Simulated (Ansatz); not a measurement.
Basis sets compared for (BeS)2 ring (Be₂S₂). The state is a singlet with charge 0. Geometry PBE0-D4/def2-TZVP. Ansatz on 4 threads of Arm Neoverse V2 on a shared host; times are rough, and most runs start from earlier orbitals.

```xyz
4

Be   -0.633   -0.401    0.621
S     0.911   -1.386    0.035
Be    0.633    0.401   -0.621
S    -0.911    1.386   -0.035
```

Binding counts from free atoms (Be singlet, S triplet) in the same basis, without a counterpoise term.

```
                            level  functions  energy (Eh)  HOMO (eV)  LUMO (eV)  binding per atom (eV)  wall time
                        HF/STO-3G         28    -815.3937      -5.93       3.19                   2.92      0.1 s
                         HF/6-31G         44    -824.3674      -9.47      -0.14                   1.98     0.15 s
                  PBE-D4/def2-SVP         54    -825.3074      -5.77      -3.65                   3.28     0.35 s
                 PBE-D4/def2-TZVP        112    -825.6243      -5.79      -3.56                   3.34     0.65 s
r2SCAN-D4/def2-TZVP (with forces)        112    -825.9546      -6.02      -3.16                   3.34      1.6 s
                 PBE0-D4/def2-SVP         54    -825.3831      -6.87      -2.91                   3.20     0.45 s
                PBE0-D4/def2-TZVP        112    -825.6994      -6.87      -2.80                   3.27     0.85 s
```

Problem. Estimate the rows for PBE-D4/def2-TZVPD, r2SCAN-D4/def2-TZVPD, PBE0-D4/def2-TZVPD.

Solution. 
| level | functions | energy (Eh) | HOMO (eV) | LUMO (eV) | binding per atom (eV) | wall time |
| --- | --- | --- | --- | --- | --- | --- |
| PBE-D4/def2-TZVPD | 136 | -825.6268 | -5.87 | -3.60 | 3.35 | 0.8 s |
| r2SCAN-D4/def2-TZVPD | 136 | -825.9563 | -6.07 | -3.19 | 3.35 | 1.8 s |
| PBE0-D4/def2-TZVPD | 136 | -825.7014 | -6.93 | -2.83 | 3.28 | 1 s |
